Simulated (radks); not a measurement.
Isoelectronic series with 3 electrons, all held in the configuration [He] 2s1, which need not be the ground one along the series. Method: non-relativistic Kohn-Sham, BLYP, spin-polarised, spherical densities, point nucleus; open shells are filled with parallel spins first (spin-orbit coupling, left out, can overturn this in heavy ions); computed with a radial shooting solver on a logarithmic mesh with Libxc functionals. Total energies (hartree) and mean radii <r> (bohr):

ion,E (hartree),2s up,1s down
Li,-7.48267,3.769,0.5828
O5+,-64.23507,0.8891,0.1982
Al10+,-177.23583,0.5099,0.1194
Ar15+,-346.48433,0.3577,0.08539
V20+,-571.98180,0.2755,0.06647
Ni25+,-853.72875,0.2241,0.05441
As30+,-1191.72538,0.1888,0.04606
Sr35+,-1585.97182,0.1631,0.03993
Tc40+,-2036.46812,0.1436,0.03524
Cd45+,-2543.21433,0.1282,0.03153
I50+,-3106.21047,0.1159,0.02853
